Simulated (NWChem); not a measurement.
Program: NWChem. System: Br (-1), charge -1, spin multiplicity 1. Level: MP2/def2-TZVPD, 9 core orbitals frozen.

Part of the output:

```
             Northwest Computational Chemistry Package (NWChem) 7.3.0
             --------------------------------------------------------

                                NWChem Input Module
                                -------------------

 Scaling coordinates for geometry "geometry" by  1.889725989
 (inverse scale =  0.529177249)

                             Geometry "geometry" -> ""
                             -------------------------

 Output coordinates in angstroms (scale by  1.889725989 to convert to a.u.)

  No.       Tag          Charge          X              Y              Z
 ---- ---------------- ---------- -------------- -------------- --------------
    1 Br                  35.0000     0.00000000     0.00000000     0.00000000

 Effective nuclear repulsion energy (a.u.)       0.0000000000

            Nuclear Dipole moment (a.u.)
            ----------------------------
        X                 Y               Z
 ---------------- ---------------- ----------------
     0.0000000000     0.0000000000     0.0000000000

      Symmetry information
      --------------------

 Group name             D2h
 Group number             26
 Group order               8
 No. of unique centers     1

      Symmetry unique atoms

     1


 Summary of "ao basis" -> "" (spherical)
 ------------------------------------------------------------------------------
       Tag                 Description            Shells   Functions and Types
 ---------------- ------------------------------  ------  ---------------------
 *                         def2-tzvpd                 on all atoms

 Summary of "ao basis" -> "ao basis" (spherical)
 ------------------------------------------------------------------------------
       Tag                 Description            Shells   Functions and Types
 ---------------- ------------------------------  ------  ---------------------
 Br                        def2-tzvpd               19       57   7s6p5d1f

                                 NWChem SCF Module
                                 -----------------

  ao basis        = "ao basis"
  functions       =    57
  atoms           =     1
  closed shells   =    18
  open shells     =     0
  charge          =  -1.00
  wavefunction    = RHF
  use symmetry    = T
  symmetry adapt  = T

 Summary of "ao basis" -> "ao basis" (spherical)
 ------------------------------------------------------------------------------
       Tag                 Description            Shells   Functions and Types
 ---------------- ------------------------------  ------  ---------------------
 Br                        def2-tzvpd               19       57   7s6p5d1f

      Symmetry analysis of basis
      --------------------------

        ag         17
        au          1
        b1g         5
        b1u         8
        b2g         5
        b2u         8
        b3g         5
        b3u         8

 Forming initial guess at       0.1s

      Superposition of Atomic Density Guess
      -------------------------------------

 Sum of atomic energies:       -2572.39932693

 Renormalizing density from      35.00 to     36

      Non-variational initial energy
      ------------------------------

 Total energy =   -2616.040769
 1-e energy   =   -3684.218185
 2-e energy   =    1068.177416
 HOMO         =       0.094193
 LUMO         =       0.242543

      Symmetry analysis of molecular orbitals - initial
      -------------------------------------------------

 !! scf_movecs_sym_adapt:   50 vectors were symmetry contaminated

  Symmetry fudging

 !! scf_movecs_sym_adapt:   46 vectors were symmetry contaminated

  Numbering of irreducible representations:

     1 ag          2 au          3 b1g         4 b1u         5 b2g
     6 b2u         7 b3g         8 b3u

  Orbital symmetries:

     1 ag          2 ag          3 b3u         4 b2u         5 b1u
     6 ag          7 b1u         8 b3u         9 b2u        10 ag
    11 b1g        12 b3g        13 b2g        14 ag         15 ag
    16 b1u        17 b2u        18 b3u        19 b3u        20 b2u
    21 b1u        22 ag         23 ag         24 b1g        25 b3g
    26 b2g        27 ag         28 b2u

 Starting SCF solution at       0.9s
[...]
    2  -64.8608
    3  -58.2153
    4  -58.2153
    5  -58.2153
    6   -9.5331
    7   -7.1409
    8   -7.1409
    9   -7.1409
   10   -2.8818
   11   -2.8818
   12   -2.8818
   13   -2.8818
   14   -2.8818
   15   -0.6855
   16   -0.1393
   17   -0.1393
   18   -0.1393
   19    0.2268
   20    0.2268
   21    0.2268
   22    0.3222
   23    0.4115
   24    0.4115
   25    0.4115
   26    0.4115
   27    0.4115
   28    0.6980

                       ROHF Final Molecular Orbital Analysis
                       -------------------------------------

 Vector   16  Occ=2.000000D+00  E=-1.393497D-01  Symmetry=b3u
              MO Center= -3.9D-17,  1.9D-32, -8.2D-33, r^2= 1.8D+00
   Bfn.  Coefficient  Atom+Function         Bfn.  Coefficient  Atom+Function
  ----- ------------  ---------------      ----- ------------  ---------------
    17      0.490226  1 Br px                20      0.359118  1 Br px
    11     -0.332041  1 Br px                14      0.291821  1 Br px

 Vector   17  Occ=2.000000D+00  E=-1.393497D-01  Symmetry=b1u
              MO Center= -2.3D-33,  9.1D-33, -5.7D-17, r^2= 1.8D+00
   Bfn.  Coefficient  Atom+Function         Bfn.  Coefficient  Atom+Function
  ----- ------------  ---------------      ----- ------------  ---------------
    19      0.490226  1 Br pz                22      0.359118  1 Br pz
    13     -0.332041  1 Br pz                16      0.291821  1 Br pz

 Vector   18  Occ=2.000000D+00  E=-1.393497D-01  Symmetry=b2u
              MO Center= -3.3D-32,  3.9D-17, -1.4D-32, r^2= 1.8D+00
   Bfn.  Coefficient  Atom+Function         Bfn.  Coefficient  Atom+Function
  ----- ------------  ---------------      ----- ------------  ---------------
    18      0.490226  1 Br py                21      0.359118  1 Br py
    12     -0.332041  1 Br py                15      0.291821  1 Br py

 Vector   19  Occ=0.000000D+00  E= 2.268165D-01  Symmetry=b2u
              MO Center=  3.9D-32, -1.8D-18,  2.9D-31, r^2= 1.5D+01
   Bfn.  Coefficient  Atom+Function         Bfn.  Coefficient  Atom+Function
  ----- ------------  ---------------      ----- ------------  ---------------
    24      1.277714  1 Br py                21     -0.677669  1 Br py

 Vector   20  Occ=0.000000D+00  E= 2.268165D-01  Symmetry=b1u
              MO Center= -3.2D-31,  8.6D-31,  1.1D-17, r^2= 1.5D+01
   Bfn.  Coefficient  Atom+Function         Bfn.  Coefficient  Atom+Function
  ----- ------------  ---------------      ----- ------------  ---------------
    25      1.277714  1 Br pz                22     -0.677669  1 Br pz

 Vector   21  Occ=0.000000D+00  E= 2.268165D-01  Symmetry=b3u
              MO Center= -2.3D-17, -3.0D-31,  1.7D-32, r^2= 1.5D+01
   Bfn.  Coefficient  Atom+Function         Bfn.  Coefficient  Atom+Function
  ----- ------------  ---------------      ----- ------------  ---------------
    23      1.277714  1 Br px                20     -0.677669  1 Br px

 center of mass
 --------------
 x =   0.00000000 y =   0.00000000 z =   0.00000000

 moments of inertia (a.u.)
 ------------------
           0.000000000000           0.000000000000           0.000000000000
           0.000000000000           0.000000000000           0.000000000000
           0.000000000000           0.000000000000           0.000000000000

  Mulliken analysis of the total density
  --------------------------------------

    Atom       Charge   Shell Charges
 -----------   ------   -------------------------------------------------------
    1 Br  35    36.00   2.00  2.00  1.16  0.78  0.96  1.03  0.07  6.00  5.94  1.26  2.75  1.85  0.21  8.99  1.02 -0.02  0.02 -0.00  0.00

       Multipole analysis of the density wrt the origin
       ------------------------------------------------

     L   x y z        total         open         nuclear
     -   - - -        -----         ----         -------
     0   0 0 0     -1.000000      0.000000     35.000000

     1   1 0 0      0.000000      0.000000      0.000000
     1   0 1 0     -0.000000      0.000000      0.000000
     1   0 0 1     -0.000000      0.000000      0.000000

     2   2 0 0    -17.849015      0.000000      0.000000
     2   1 1 0      0.000000      0.000000      0.000000
     2   1 0 1      0.000000      0.000000      0.000000
     2   0 2 0    -17.849015      0.000000      0.000000
     2   0 1 1     -0.000000      0.000000      0.000000
     2   0 0 2    -17.849015      0.000000      0.000000

                   NWChem MP2 Semi-direct Energy/Gradient Module
                   ---------------------------------------------

  Basis functions       =     57
  Molecular orbitals    =     57
  Frozen core           =      9
  Frozen virtuals       =      0
  Active alpha occupied =      9
  Active beta occupied  =      9
  Active alpha virtual  =     39
  Active beta virtual   =     39
  Use MO symmetry       = T
  Use skeleton AO sym   = T

  AO/Fock/Back tols     =   1.0D-09  1.0D-09  1.0D-09

 GA uses MA = F    GA memory limited = T

 Available:
  local mem=  1.26D+08
 global mem=  1.44D+08
 local disk=  0.00D+00
  mp2_memr nvloc                    39
  nvloc new                    39
   1 passes of   9:        3145728                      24170                   1978317.
   1 passes of   9: M    126151938           G      144172702           F     123006210.

 Semi-direct pass number   1 of   1  for RHF alpha+beta  at        1.1s
  vrange nnbf                  1653
  mp2_eaftype                    10  avail_ma_in_mb                  1099
 EAF : mp2_eaftype filesize          10     989159.
  mp2_eaf for mointskh                     10
Node 0 wrote      4.6 Mb in      0.0 s     Agg I/O rate:   529.5 Mb/s
 Done moints_semi at        3.1s
  mp2_eaftype                    10  avail_ma_in_mb                  1089
 EAF : mp2_eaftype filesize          10     989159.
  mp2_eaf for kh                    10
 Done maket at        3.1s
 Done multipass loop at        3.1s

          -------------------------------------------
          SCF energy               -2572.486983304479
          Correlation energy          -0.284414387570
          Singlet pairs               -0.154016342014
          Triplet pairs               -0.130398045557
          Total MP2 energy         -2572.771397692049
          -------------------------------------------

          ---------------------------------------------------
                    Spin Component Scaled (SCS) MP2
          Same spin pairs                     -0.086932030371
          Same spin scaling factor             0.333333333333
          Opposite spin pairs                 -0.197482357199
          Opposite spin scaling fact.          1.200000000000
          SCS-MP2 correlation energy          -0.265956172096
          Total SCS-MP2 energy             -2572.752939476575
          ---------------------------------------------------

 -----------------------
 Performance information
 -----------------------

 Timer overhead =  1.37D-07 seconds/call

               Nr. of calls         CPU time (s)                 Wall time (s)                GFlops
             ---------------    -------------------     ------------------------------   -------------------
Name         Min   Avg   Max    Min     Avg     Max     Min     Avg     Max   Mx/calls   Min     Max     Sum
mp2: moin     1     1     1    2.0     2.0     2.0      2.0     2.0     2.0     2.0      0.0     0.0     0.0
mp2: make     1     1     1   6.07E-2 6.07E-2 6.07E-2  6.07E-2 6.07E-2 6.07E-2 6.07E-2   0.0     0.0     0.0
mp2: tota     1     1     1    2.1     2.1     2.1      2.1     2.1     2.1     2.1      0.0     0.0     0.0

 The average no. of pstat calls per process was 3.00D+00
 with a timing overhead of 4.11D-07s

 Task  times  cpu:        3.1s     wall:        3.1s

 Total times  cpu:        3.1s     wall:        3.1s
```

Q: Write an NWChem input that would produce this output.

A: Several could match; the one computed here: 
```
start mol
memory heap 200 mb stack 900 mb global 1100 mb
charge -1
geometry units angstroms nocenter noautoz
  Br     0.000000     0.000000     0.000000
  symmetry group D2h
end
basis spherical
  * library def2-tzvpd
end
scf
  rhf
  nopen 0
  maxiter 100
  thresh 1e-7
  semidirect memsize 60000000 filesize 0
end
mp2
  freeze core 9
end
task mp2 energy
```
